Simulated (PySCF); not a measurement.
## Distorted geometries of Ce(OH)3

Ce(OH)3 (singlet in the valence; each metal's 4f electrons, 1 of them, lie in its core potential, out of spins and levels). PySCF 2.14.0, RKS TPSS, Ce lcecp-1-SVP with ECP47, O def2-SVP, H def2-SVP; non-relativistic Hamiltonian with scalar-relativistic core potentials where named; density fitting; no spin-orbit coupling. Relaxed geometry:

```xyz
7

Ce    0.0000    0.0000   -0.3659
O     2.1175    0.0000    0.0631
H     3.0258    0.0000    0.3960
O    -1.0587    1.8338    0.0631
H    -1.5129    2.6205    0.3960
O    -1.0588   -1.8338    0.0631
H    -1.5130   -2.6204    0.3960
```

**Question.** Order these distorted geometries by energy above the relaxed one, lowest first.
A.
```xyz
7

Ce    0.0039    0.0011   -0.3939
O     2.0712   -0.0105    0.1139
H     3.0443    0.0257    0.3318
O    -1.1020    1.8137    0.0882
H    -1.4939    2.6287    0.4061
O    -1.0287   -1.8210    0.0615
H    -1.4949   -2.6377    0.4035
```
B.
```xyz
7

Ce   -0.0643    0.0075   -0.2395
O     2.1973    0.0030   -0.0204
H     3.0102    0.0172    0.4103
O    -1.0368    1.8811    0.0698
H    -1.4290    2.6692    0.3088
O    -1.0855   -1.7902   -0.0236
H    -1.5919   -2.7877    0.5058
```
C.
```xyz
7

Ce   -0.1242    0.0962   -0.3872
O     1.8512   -0.0139   -0.1335
H     3.1184   -0.1586    0.5587
O    -0.8857    2.1448   -0.0497
H    -1.4625    2.4119    0.5404
O    -1.2510   -1.9482    0.0722
H    -1.2462   -2.5322    0.4103
```

**Answer.** A (0.08 eV), B (1.40 eV), C (8.14 eV).

**Question.** Which forces (eV/Å) act in the one that lies 1.40 eV up?

**Answer.** 
```
Ce   2.48  0.86 -0.46
O   -3.90 -0.07 -1.25
H    2.62  0.04  1.22
O    1.15 -2.53 -0.70
H   -1.51  2.99  0.87
O   -3.12 -5.87  2.87
H    2.29  4.57 -2.56
```
Forces carry noise of the integration grid, about 0.01 to 0.03 eV/Å.

No frequency check is given that shows the relaxed geometry to be a minimum. An lcecp potential fixes the number of 4f electrons, so in runs with it no electron can move into or out of that shell.
